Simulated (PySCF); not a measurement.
Compound: H9NSSi3.
Numbering: `[SiH3:1][NH:2][SiH2:3][S:4][SiH3:5]` (hydrogens: H6, H7, H8 on Si1; H9 on N2; H10, H11 on Si3; H12, H13, H14 on Si5)

Geometry (GFN2-xTB, Å), atoms numbered from 1 in this order:
```
atom  x, y, z in Å
Si1   -3.0515    0.2413   -0.0778
N2    -1.3952    0.7061    0.1371
Si3   -0.0062   -0.2841   -0.0243
S4     1.6320    1.0848    0.2166
Si5    3.3213   -0.2107    0.0593
H6    -3.8431    1.3898    0.3540
H7    -3.2821   -0.9442    0.7460
H8    -3.3061   -0.0884   -1.4829
H9    -1.2147    1.6871    0.2740
H10    0.0604   -1.2945    1.0276
H11    0.0921   -0.9043   -1.3434
H12    3.2443   -1.2128    1.1152
H13    3.2988   -0.8584   -1.2467
H14    4.4493    0.6877    0.2232
```

Computed at PBE0/pcSseg-1 (PySCF, non-relativistic), with Q(14N) = 0.02044 b, Q(33S) = −0.0678 b: N2, 14N (I = 1): χzz = -3.899 MHz, η = 0.377; S4, 33S (I = 3/2): χzz = 26.96 MHz, η = 0.557.

**Question.** Find the zero-field quadrupole resonance frequencies of 14N at N2.

**Answer.** From ν± = (3/4)|χ|(1 ± η/3) and ν0 = |χ|η/2: ν+ 3.292 MHz, ν− 2.557 MHz, ν0 0.735 MHz (nitrogen bridging silicon atoms).

**Question.** Find the zero-field quadrupole resonance frequencies of 33S at S4.

**Answer.** From ν = (|χ|/2)√(1 + η²/3): ν = 14.16 MHz (sulfur bonded to 2 Si).

In a crystal, neighbours and librations shift these lines. Isolated species at its GFN2-xTB geometry (one conformer only). GFN2-xTB bond lengths can be off by several hundredths of an ångström, more for odd bonds, and the gradients follow them. The small basis limits the accuracy of the gradients.

These values come from a run that also computed NMR shieldings. The run took 16 s wall on an Arm Neoverse V2 with one thread, on a shared host.
